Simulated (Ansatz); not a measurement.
Program: Ansatz. Geometries: PBE0-D4/def2-TZVP. ΔE: electronic, gas phase. CCSD(T)/CBS adds triple-zeta CCSD(T) − MP2 to the extrapolated MP2 energy (def2 sets, frozen cores). Functionals use def2-TZVPP. B3LYP here is the variant with VWN-RPA as its local correlation; programs differ in this. For Se outer-core shells are correlated without core-valence functions, which leaves a few kJ/mol of doubt a bond. Scalar relativity is left out up to krypton. One conformer a species, not always the lowest.

Consider the ligand exchange at a B–N bond: `BN1[SiH2][SiH]1Cl` + `CC[SeH]` → `B[Se]CC` + `Cl[SiH]1N[SiH2]1`.

```
          level  ΔE (kJ/mol)
         PBE-D4         10.9
        PBE0-D4         13.6
       B3LYP-D4         23.2
            PBE         10.1
         r2SCAN         11.8
 MP2/def2-TZVPP         14.2
CCSD/def2-TZVPP         18.7
   HF/CBS(def2)         34.2
```

Problem. What does CCSD(T)/CBS give? (Best estimate.)

Solution. Ansatz gave: +13.1 kJ/mol. The listed levels differ from it by -2.2, 0.5, 10.1, -3.0, -1.3, 1.1, 5.6, 21.1 kJ/mol.

Largest T1 diagnostic among the species: 0.013.

In def2-TZVPP, CCSD(T) changes the Hartree–Fock value by −17.6 kJ/mol (the triples alone add −2.8 kJ/mol) and MP2 by −19.4 kJ/mol.
